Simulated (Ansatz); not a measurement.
Consider the formal exchange of groups at the Sn–C bond: `C=[CH][SnH2][Br]` + `O=NBr` → `[Br][SnH2][Br]` + `C=CN=O`.

Isolated molecules relaxed with PBE0-D4/def2-TZVP in Ansatz; ΔE leaves out vibrations. CBS: MP2 limit from def2 TZ/QZ plus the TZ coupled-cluster correction, frozen cores. DFT in def2-TZVPP. B3LYP here is the variant with VWN-RPA as its local correlation; programs differ in this. Elements past krypton have def2 core potentials. For Br, Sn outer-core shells are correlated without core-valence functions, which leaves a few kJ/mol of doubt a bond. Scalar relativity is left out up to krypton. Each species was taken in one conformer, which may not be the lowest.

`C=[CH][SnH2][Br]`:

Cartesian coordinates in Å:
```
C 1.466 0.623 0.392
C 0.735 -0.480 0.332
Sn -1.270 -0.483 -0.350
Br -1.771 1.888 -0.919
H 1.076 1.592 0.093
H 2.494 0.604 0.746
H 1.165 -1.430 0.641
H -1.499 -1.378 -1.783
H -2.395 -0.936 0.848
```

`O=NBr`:

```xyz
3

O     0.409    0.910   -0.715
N    -0.413    0.184   -0.460
Br    0.004   -1.093    1.175
```

`[Br][SnH2][Br]`:

Z-matrix (Å, degrees):
```
Sn
Br 1 2.467
Br 1 2.467 2 107.5
H 1 1.697 2 107.9 3 -116.2
H 1 1.697 2 107.9 3 116.2
```

`C=CN=O`:

Z-matrix (Å, degrees):
```
C
C 1 1.328
H 1 1.082 2 122.1
H 1 1.084 2 119.3 3 180.0
N 2 1.420 1 116.9 3 -180.0
H 2 1.088 1 125.8 3 -0.0
O 5 1.204 2 113.9 1 180.0
```

| level | ΔE (eV) |
| --- | --- |
| B97M-V | -1.13 |
| r2SCAN0-D4 | -1.32 |
| ωB97M-V | -1.35 |
| B3LYP | -1.18 |
| CCSD/def2-TZVPP | -1.34 |
| SCS-MP2/def2-QZVPP | -1.24 |
| HF/CBS(def2) | -1.99 |
| MP2/CBS(def2) | -1.25 |

(1) What does CCSD(T)/CBS give? (Estimate.)

Largest T1 diagnostic among the species: 0.017.

Results:

(1) Ansatz gave: -1.28 eV. The listed levels differ from it by 0.15, -0.04, -0.07, 0.10, -0.06, 0.04, -0.71, 0.03 eV.

The D4 term adds +0.05 eV with B3LYP and +0.02 eV with PBE0; it sums over pairs of atoms, weighted by their polarisabilities, and B3LYP, whose exchange is more repulsive, gets the larger term. From BLYP to BHLYP (50 % exact exchange), in def2-TZVPP and without D4, ΔE moves by −0.70 eV. Leaving LDA and LC-ωPBE aside and taking each functional with its dispersion term where it has one, the values, not all of them listed here, spread over 0.73 eV, from BHLYP-D4 to BLYP-D4. LDA lies −0.12 eV from PBE without D4.
